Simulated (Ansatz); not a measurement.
Start from `[NH2][SnH]([OH])[SiH2]F` and change one atom or group to get `[NH2][SnH]([OH])[SH]`.

Ansatz, PBE0-D4/def2-TZVP geometries, multiplicity 1. Each molecule was computed in one conformer, which needn't be the lowest.

Elements past krypton have def2 core potentials.

```
                                        property  `[NH2][SnH]([OH])[SiH2]F`
             HOMO energy (B3LYP/def2-TZVPP) / eV                      -7.10
  size of the dipole moment (PBE/def2-TZVPP) / D                       2.14
              HOMO energy (PBE0/def2-TZVPP) / eV                      -7.33
           LUMO energy (ωB97M-V/def2-TZVPP) / eV                       0.56
size of the dipole moment (B3LYP/def2-TZVPP) / D                       2.28
           HOMO–LUMO gap (B3LYP/def2-TZVPP) / eV                       5.81
```

Task: What does the change do to each property? (Estimate.)

Result: Computed: 
```
                                        property  `[NH2][SnH]([OH])[SH]`  shift
             HOMO energy (B3LYP/def2-TZVPP) / eV                   -7.23  -0.13
  size of the dipole moment (PBE/def2-TZVPP) / D                    1.21  -0.93
              HOMO energy (PBE0/def2-TZVPP) / eV                   -7.48  -0.15
           LUMO energy (ωB97M-V/def2-TZVPP) / eV                    1.15   0.59
size of the dipole moment (B3LYP/def2-TZVPP) / D                    1.36  -0.92
           HOMO–LUMO gap (B3LYP/def2-TZVPP) / eV                    6.19   0.38
```

With PBE0 the HOMO falls by 0.15 eV and the LUMO rises by 0.38 eV, so the gap widens by about 0.53 eV. PBE moves the HOMO by -0.12 eV and ωB97M-V by -0.19 eV. Dipoles are sizes alone; their direction can turn.

B3LYP here is the variant with VWN-RPA as its local correlation; programs differ in this.
